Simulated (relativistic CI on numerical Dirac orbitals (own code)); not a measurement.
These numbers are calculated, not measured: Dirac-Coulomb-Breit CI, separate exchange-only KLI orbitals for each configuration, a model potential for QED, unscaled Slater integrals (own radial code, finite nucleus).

Configurations in the expansion (outside the closed core [Ne]): 3s²3p⁶3d⁷, 3s²3p⁵3d⁸, 3s²3p⁴3d⁹, 3s3p⁶3d⁸, 3p⁶3d⁹, 3s3p⁵3d⁹, 3s²3p⁶3d⁶4s, 3s²3p⁶3d⁶4p, 3s²3p⁴3d⁸4s, 3s²3p⁶3d⁶4d, 3s²3p⁴3d⁸4p, 3s²3p⁵3d⁷4s, 3s²3p⁶3d⁶4f, 3s²3p⁴3d⁸4d, 3s3p⁵3d⁸4s, 3s²3p⁵3d⁷4p, 3s3p⁵3d⁸4p, 3s²3p⁵3d⁷4d, 3s²3p⁶3d⁵4s², 3s3p⁵3d⁸4d, 3s3p⁶3d⁷4s, 3p⁶3d⁸4s, 3s²3p⁶3d⁵4s4p, 3s²3p⁵3d⁷4f, 3p⁶3d⁸4p, 3s3p⁶3d⁷4p, 3s²3p⁶3d⁶5s, 3s²3p⁶3d⁵4p², 3s²3p⁶3d⁶5p, 3p⁶3d⁸4d, 3s²3p⁵3d⁶4s², 3s²3p⁶3d⁶5d, 3s²3p⁶3d⁶5f, 3s3p⁶3d⁶4s², 3s²3p⁵3d⁷5s, 3s²3p⁶3d⁶6s. Levels of other configurations are missing.

At this charge energies of transitions that change n are usually good to better than 1 %, and those within a shell (Δn = 0) to a few per cent.

Outline of the computed level scheme of Ta XLIX. Lowest level of each configuration: 3s²3p⁶3d⁷ ⁴F9/2 at 0.000 eV; 3s²3p⁵3d⁸ ⁴G°11/2 at 397.619 eV.

Some strong electric-dipole decays among the lowest 45 levels: 3s²3p⁵3d⁸ ⁴D°7/2 → 3s²3p⁶3d⁷ ⁴F9/2 (2.0e+12 s⁻¹); 3s²3p⁵3d⁸ ²F°7/2 → 3s²3p⁶3d⁷ ²H9/2 (1.7e+12 s⁻¹); 3s²3p⁵3d⁸ ⁴S°3/2 → 3s²3p⁶3d⁷ ⁴P5/2 (1.7e+12 s⁻¹); 3s²3p⁵3d⁸ ²P°3/2 → 3s²3p⁶3d⁷ ²D5/2 (1.4e+12 s⁻¹); 3s²3p⁵3d⁸ ²G°9/2 → 3s²3p⁶3d⁷ ²H11/2 (1.4e+12 s⁻¹); 3s²3p⁵3d⁸ ²P°1/2 → 3s²3p⁶3d⁷ ²P3/2 (1.2e+12 s⁻¹); 3s²3p⁵3d⁸ ⁴D°5/2 → 3s²3p⁶3d⁷ ⁴F7/2 (1.1e+12 s⁻¹); 3s²3p⁵3d⁸ ²D°5/2 → 3s²3p⁶3d⁷ ²D5/2 (1.0e+12 s⁻¹).

LS names give the leading component of a level, which can be under half, so a name can repeat, a term be missing and a line seem to break the LS rules.
